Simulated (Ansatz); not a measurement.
**Two structures, one formula**

Two relaxed structures of AlH3TeS, singlet (PBE0-D4/def2-TZVP; forces vanish, vibrations not checked).

A:

```xyz
6
angstrom
S 1.2436 0.0355 -1.2797
Al -0.6043 -0.0132 -0.1224
Te -0.4335 -0.0243 2.3931
H 0.5878 0.0244 -2.4539
H -2.0146 -0.0407 -0.8287
H 1.2210 0.0182 2.2917
```

B:

```csv
atom,x (Å),y (Å),z (Å)
S1,1.2723,1.0040,-1.0396
Al2,-0.6165,0.2932,-0.7647
Te3,-0.1105,0.3139,1.9670
H4,-1.1095,-0.5913,2.9787
H5,-2.0581,-0.1888,-1.1748
H6,0.8433,-1.0186,1.7589
```

Computed with Ansatz 0.2.0 (basis: def2-TZVPP); correlated methods freeze the cores. Filled d shells of the heavier atoms are correlated. Core potentials replace the inner electrons of the atoms past krypton. The def2 sets are not built for correlating such inner shells, so the correlated values are less sure here. B3LYP uses VWN-RPA correlation.

(1) Which structure is lower at CCSD(T), and by how much? (Judge from chemistry; the value comes from the calculation.)

T1 diagnostic: at most 0.015.

Answers

(1) By the calculation: A, by 1.766 eV (electronic energy, against the other). By their contacts, A is AlH₃TeS ([SH][AlH][TeH]) and B is AlH₃TeS ([S][AlH][TeH2]).

All methods give the same order:

```csv
method,E(B) − E(A) (eV)
PBE-D4,1.530
r2SCAN-D4,1.650
PBE0-D4,1.694
B3LYP-D4,1.655
wB97M-V,1.756
HF,2.037
MP2,1.806
CCSD,1.837
CCSD(T),1.766
```

Labels in which every atom is bracketed show which atoms are joined, not bond orders.

For scale, one of the runs: CCSD(T)/def2-TZVPP, 176 basis functions, launched by `ansatz run in.yaml --threads 2 --pin off --events-out ev --progress --plain --max-ram 4352MiB`. Time: 59 s of wall clock on 2 CPU threads of an Arm Neoverse V1; the host was shared. Peak host memory: 1.6 GiB.
